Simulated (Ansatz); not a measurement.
Ansatz (a program for electronic structure) input (B3LYP/6-31G**): The .json file is the Basis Set Exchange's 6-31G**.

Ansatz 0.2 input:
```yaml
crystal:
  periodic: [false, false, false]
  atoms:
    - {symbol: Si, position_ang: [1.78147400, -1.00262700, 0.44651000]}
    - {symbol: O, position_ang: [0.47932900, -0.24563300, 1.14199000]}
    - {symbol: C, position_ang: [0.01989400, 1.02244500, 0.75329700]}
    - {symbol: O, position_ang: [-0.46407100, 1.02980700, -0.56424100]}
    - {symbol: Si, position_ang: [-1.79758700, 0.17448400, -1.05665300]}
    - {symbol: H, position_ang: [1.43842300, -1.59323100, -0.86599400]}
    - {symbol: H, position_ang: [2.88364300, -0.02607300, 0.26523500]}
    - {symbol: H, position_ang: [2.17543500, -2.07028600, 1.38623200]}
    - {symbol: H, position_ang: [-0.77139900, 1.29870000, 1.45588000]}
    - {symbol: H, position_ang: [0.83081800, 1.75512700, 0.79406100]}
    - {symbol: H, position_ang: [-2.20082000, 0.76567400, -2.34742000]}
    - {symbol: H, position_ang: [-1.49398200, -1.26223800, -1.23780500]}
    - {symbol: H, position_ang: [-2.87795800, 0.31825900, -0.04996400]}
basis:
  gaussian:
    orbitals: 6-31G__.json
hamiltonian:
  xc: {name: B3LYP}
output: {forces: true}
```

Output:

```
Functional definition: B3LYP
integrals: 0.08 GiB planned
1147 factors; integrals over basis functions are off by at most 1.3e-3 eV
mean field: 0.55 GiB planned
mean field evaluation 1: about -21012.6271 eV, gradient 5.6e1 eV
mean field evaluation 2: about -21003.0228 eV, gradient 9.2e1 eV
mean field evaluation 4: about -21018.0583 eV, gradient 9.1e-1 eV
mean field evaluation 8: about -21018.2400 eV, gradient 1.6e-1 eV
mean field evaluation 16: about -21018.2401 eV, gradient 7.9e-5 eV
mean field -21018.24005881 eV, -772.4060754863 hartree, gradient 7.9e-5 eV, S^2 0.000000; 0 other end points of the search recorded, 0 dependent functions left out
the calculation of the forces begins
reference -21018.24033415 eV, -772.4060856052 hartree; 29, 29 occupied and 94, 94 virtual orbitals, 1147 factors
Total energy: -21018.24033415 eV, -772.4060856052 hartree
Atom 0 at     1.781474    -1.002627     0.446510 Å, force     0.213941    -0.095986    -0.165181 eV/Å
Atom 1 at     0.479329    -0.245633     1.141990 Å, force    -0.354374     0.104280     0.339649 eV/Å
Atom 2 at     0.019894     1.022445     0.753297 Å, force    -0.002444    -0.125602    -0.092539 eV/Å
Atom 3 at    -0.464071     1.029807    -0.564241 Å, force     0.363140     0.346246    -0.007718 eV/Å
Atom 4 at    -1.797587     0.174484    -1.056653 Å, force    -0.219325    -0.180741    -0.038701 eV/Å
Atom 5 at     1.438423    -1.593231    -0.865994 Å, force     0.030320    -0.079768    -0.089947 eV/Å
Atom 6 at     2.883643    -0.026073     0.265235 Å, force     0.108187     0.042145    -0.016603 eV/Å
Atom 7 at     2.175435    -2.070286     1.386232 Å, force     0.046995    -0.070816     0.043244 eV/Å
Atom 8 at    -0.771399     1.298700     1.455880 Å, force    -0.074406     0.040641     0.101918 eV/Å
Atom 9 at     0.830818     1.755127     0.794061 Å, force     0.077288     0.107470     0.007205 eV/Å
Atom 10 at    -2.200820     0.765674    -2.347420 Å, force    -0.047954     0.021514    -0.079568 eV/Å
Atom 11 at    -1.493982    -1.262238    -1.237805 Å, force    -0.033988    -0.108734    -0.048934 eV/Å
Atom 12 at    -2.877958     0.318259    -0.049964 Å, force    -0.107379    -0.000650     0.047175 eV/Å
Dipole moment:     0.000971     0.049911     0.036773 e Å
```

The geometry given is a B3LYP-D3(BJ)/def2-TZVP minimum.
